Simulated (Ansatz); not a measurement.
Start from `[SiH3]/N=C\[SiH2][SiH3]` and change one atom or group (the configuration at the double bond changes too) to get `N/C=N/[SiH3]`.

Ansatz, PBE0-D4/def2-TZVP geometries, multiplicity 1. Each molecule was computed in one conformer, which needn't be the lowest.

| property | `[SiH3]/N=C\[SiH2][SiH3]` |
| --- | --- |
| HOMO–LUMO gap (PBE0/def2-TZVPP) / eV | 5.05 |
| size of the dipole moment (B3LYP/def2-TZVPP) / D | 1.23 |
| HOMO–LUMO gap (ωB97M-V/def2-TZVPP) / eV | 9.36 |
| HOMO–LUMO gap (PBE/def2-TZVPP) / eV | 2.79 |
| HOMO–LUMO gap (B3LYP/def2-TZVPP) / eV | 4.65 |
| LUMO energy (PBE/def2-TZVPP) / eV | -2.63 |

Question: Give the same properties after the change, and the shifts. (An estimate is asked.)

Answer: Ansatz gave: 
```csv
property,`N/C=N/[SiH3]`,shift
HOMO–LUMO gap (PBE0/def2-TZVPP) / eV,7.51,2.46
size of the dipole moment (B3LYP/def2-TZVPP) / D,3.50,2.27
HOMO–LUMO gap (ωB97M-V/def2-TZVPP) / eV,11.69,2.33
HOMO–LUMO gap (PBE/def2-TZVPP) / eV,5.06,2.27
HOMO–LUMO gap (B3LYP/def2-TZVPP) / eV,7.04,2.39
LUMO energy (PBE/def2-TZVPP) / eV,-0.68,1.95
```

With PBE0 the HOMO falls by 0.44 eV and the LUMO rises by 2.02 eV, so the gap widens by about 2.46 eV. PBE moves the HOMO by -0.31 eV and ωB97M-V by -0.50 eV. Dipoles are sizes alone; their direction can turn.

B3LYP here is the variant with VWN-RPA as its local correlation; programs differ in this.
